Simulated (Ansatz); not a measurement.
Calculation: PBE0-D4/def2-TZVP run with Ansatz (a first-principles code). No frequencies were computed at this level.

Ansatz 0.2 input:
```yaml
crystal:
  periodic: [false, false, false]
  atoms:
    - { symbol: O, position_ang: [-1.465449, 0.204888, -1.611583] }
    - { symbol: Si, position_ang: [-1.166766, -0.039003, -0.023399] }
    - { symbol: B, position_ang: [0.773849, -0.034898, 0.326191] }
    - { symbol: O, position_ang: [1.415231, -0.278492, 1.50619] }
    - { symbol: O, position_ang: [1.576661, 0.247502, -0.728787] }
    - { symbol: H, position_ang: [-0.746394, 0.434182, -2.193886] }
    - { symbol: H, position_ang: [-1.863233, -1.299439, 0.286189] }
    - { symbol: H, position_ang: [-1.92143, 1.003828, 0.698178] }
    - { symbol: H, position_ang: [0.881454, -0.48157, 2.270715] }
    - { symbol: H, position_ang: [2.516077, 0.243002, -0.529806] }
basis:
  gaussian: { orbitals: def2-tzvp }
hamiltonian:
  xc: pbe0
  dispersion: d4
relax:
  max_steps: 150
```

Output:

```
Functional definition: PBE0
1110 factors; their error is unknown
mean field evaluation 1: about -14762.2645 eV, gradient 8.1e1 eV
mean field evaluation 2: about -14747.4266 eV, gradient 1.2e2 eV
mean field evaluation 4: about -14772.4589 eV, gradient 4.5e0 eV
mean field evaluation 8: about -14772.4947 eV, gradient 6.4e-2 eV
mean field evaluation 16: about -14772.5420 eV, gradient 5.8e-5 eV
mean field -14772.54202320 eV, -542.8809061640 hartree, gradient 5.8e-5 eV, S^2 0.000000; 0 other end points of the search recorded, 0 dependent functions left out
reference -14772.54205427 eV, -542.8809073058 hartree; 24, 24 occupied and 167, 167 virtual orbitals, 1110 factors
relax step   1: F+E_penalty+E_count = -14772.69472805 eV  Δ(F+E_penalty+E_count) = +0.000e0 eV  max|allowed force component| = 1.021e0 eV/Å  Δτ_max = 0.0000 Å  (27 SCF iters, accepted)
these checks for a lower state are left out or cut short: starts, cluster_reference, orbital_swaps, neighbouring_geometries, increment
1110 factors; their error is unknown
mean field -14772.62460253 eV, -542.8839408982 hartree, gradient 1.9e-5 eV, S^2 0.000000; 0 other end points of the search recorded, 0 dependent functions left out
reference -14772.62463379 eV, -542.8839420472 hartree; 24, 24 occupied and 167, 167 virtual orbitals, 1110 factors
relax step   2: F+E_penalty+E_count = -14772.77723001 eV  Δ(F+E_penalty+E_count) = -8.250e-2 eV  max|allowed force component| = 3.374e-1 eV/Å  Δτ_max = 0.0624 Å  (31 SCF iters, accepted)
these checks for a lower state are left out or cut short: starts, cluster_reference, orbital_swaps, neighbouring_geometries, increment
1110 factors; their error is unknown
mean field -14772.63562503 eV, -542.8843459677 hartree, gradient 1.9e-5 eV, S^2 0.000000; 0 other end points of the search recorded, 0 dependent functions left out
reference -14772.63565630 eV, -542.8843471168 hartree; 24, 24 occupied and 167, 167 virtual orbitals, 1110 factors
relax step   3: F+E_penalty+E_count = -14772.78795409 eV  Δ(F+E_penalty+E_count) = -1.072e-2 eV  max|allowed force component| = 1.592e-1 eV/Å  Δτ_max = 0.0218 Å  (31 SCF iters, accepted)
these checks for a lower state are left out or cut short: starts, cluster_reference, orbital_swaps, neighbouring_geometries, increment
1110 factors; their error is unknown
mean field evaluation 32: about -14772.5498 eV, gradient 3.7e0 eV
mean field -14772.62379452 eV, -542.8839112045 hartree, gradient 1.9e-5 eV, S^2 0.000000; 0 other end points of the search recorded, 0 dependent functions left out
reference -14772.62382568 eV, -542.8839123498 hartree; 24, 24 occupied and 167, 167 virtual orbitals, 1110 factors
relax step   4: F+E_penalty+E_count = -14772.77570227 eV  Δ(F+E_penalty+E_count) = +1.225e-2 eV  max|allowed force component| = 4.431e-1 eV/Å  Δτ_max = 0.0454 Å  (31 SCF iters, rejected (line search))
these checks for a lower state are left out or cut short: starts, cluster_reference, orbital_swaps, neighbouring_geometries, increment
1110 factors; their error is unknown
mean field -14772.64021763 eV, -542.8845147429 hartree, gradient 1.9e-5 eV, S^2 0.000000; 0 other end points of the search recorded, 0 dependent functions left out
reference -14772.64024887 eV, -542.8845158907 hartree; 24, 24 occupied and 167, 167 virtual orbitals, 1110 factors
relax step   5: F+E_penalty+E_count = -14772.79252452 eV  Δ(F+E_penalty+E_count) = -4.570e-3 eV  max|allowed force component| = 6.816e-2 eV/Å  Δτ_max = 0.0221 Å  (31 SCF iters, accepted)
these checks for a lower state are left out or cut short: starts, cluster_reference, orbital_swaps, neighbouring_geometries, increment
1110 factors; their error is unknown
mean field -14772.64153213 eV, -542.8845630497 hartree, gradient 1.9e-5 eV, S^2 0.000000; 0 other end points of the search recorded, 0 dependent functions left out
reference -14772.64156329 eV, -542.8845641949 hartree; 24, 24 occupied and 167, 167 virtual orbitals, 1110 factors
relax step   6: F+E_penalty+E_count = -14772.79413506 eV  Δ(F+E_penalty+E_count) = -1.611e-3 eV  max|allowed force component| = 3.889e-2 eV/Å  Δτ_max = 0.0526 Å  (31 SCF iters, accepted)
these checks for a lower state are left out or cut short: starts, cluster_reference, orbital_swaps, neighbouring_geometries, increment
1110 factors; their error is unknown
mean field -14772.64183168 eV, -542.8845740579 hartree, gradient 1.9e-5 eV, S^2 0.000000; 0 other end points of the search recorded, 0 dependent functions left out
reference -14772.64186285 eV, -542.8845752033 hartree; 24, 24 occupied and 167, 167 virtual orbitals, 1110 factors
relax step   7: F+E_penalty+E_count = -14772.79448533 eV  Δ(F+E_penalty+E_count) = -3.503e-4 eV  max|allowed force component| = 1.998e-2 eV/Å  Δτ_max = 0.0120 Å  (31 SCF iters, accepted)
these checks for a lower state are left out or cut short: starts, cluster_reference, orbital_swaps, neighbouring_geometries, increment
1110 factors; their error is unknown
mean field evaluation 64: about -14772.6419 eV, gradient 4.9e-3 eV
mean field -14772.64186397 eV, -542.8845752448 hartree, gradient 1.9e-5 eV, S^2 0.000000; 0 other end points of the search recorded, 0 dependent functions left out
reference -14772.64189515 eV, -542.8845763904 hartree; 24, 24 occupied and 167, 167 virtual orbitals, 1110 factors
relax step   8: F+E_penalty+E_count = -14772.79455035 eV  Δ(F+E_penalty+E_count) = -6.502e-5 eV  max|allowed force component| = 1.476e-2 eV/Å  Δτ_max = 0.0055 Å  (32 SCF iters, accepted)
these checks for a lower state are left out or cut short: starts, cluster_reference, orbital_swaps, neighbouring_geometries, increment
1110 factors; their error is unknown
mean field -14772.64187735 eV, -542.8845757363 hartree, gradient 1.9e-5 eV, S^2 0.000000; 0 other end points of the search recorded, 0 dependent functions left out
reference -14772.64190853 eV, -542.8845768821 hartree; 24, 24 occupied and 167, 167 virtual orbitals, 1110 factors
relax step   9: F+E_penalty+E_count = -14772.79458622 eV  Δ(F+E_penalty+E_count) = -3.587e-5 eV  max|allowed force component| = 3.650e-3 eV/Å  Δτ_max = 0.0050 Å  (33 SCF iters, accepted)
1110 factors; their error is unknown
mean field evaluation 96: about -14772.6419 eV, gradient 5.8e-5 eV
mean field -14772.64187735 eV, -542.8845757363 hartree, gradient 1.9e-5 eV, S^2 0.000000; 1 other end points of the search recorded, 0 dependent functions left out
reference -14772.64190853 eV, -542.8845768821 hartree; 24, 24 occupied and 167, 167 virtual orbitals, 1110 factors
Total energy: -14772.79461740 eV, -542.8901888296 hartree
Atom 0 at    -1.462881     0.245143    -1.655636 Å, force     0.000388     0.002599    -0.002176 eV/Å
Atom 1 at    -1.217108    -0.034123    -0.045232 Å, force    -0.002196    -0.000038    -0.001964 eV/Å
Atom 2 at     0.784854    -0.031864     0.323019 Å, force     0.002079    -0.001147     0.003650 eV/Å
Atom 3 at     1.414099    -0.276252     1.508751 Å, force    -0.002583     0.001894    -0.000273 eV/Å
Atom 4 at     1.563400     0.249511    -0.759229 Å, force    -0.001120     0.000898     0.000296 eV/Å
Atom 5 at    -0.659310     0.404368    -2.155114 Å, force    -0.000934    -0.000906     0.000814 eV/Å
Atom 6 at    -1.839090    -1.335528     0.335209 Å, force    -0.000372    -0.000307     0.000173 eV/Å
Atom 7 at    -1.915473     1.007422     0.763994 Å, force     0.002924    -0.002430     0.000206 eV/Å
Atom 8 at     0.825428    -0.472994     2.239164 Å, force     0.001642     0.000574     0.000393 eV/Å
Atom 9 at     2.506080     0.244317    -0.554923 Å, force     0.000172    -0.001137    -0.001119 eV/Å
Dipole moment:     0.418971    -0.040911     0.293594 e Å
```

Cost: around 80 core-seconds (rough).
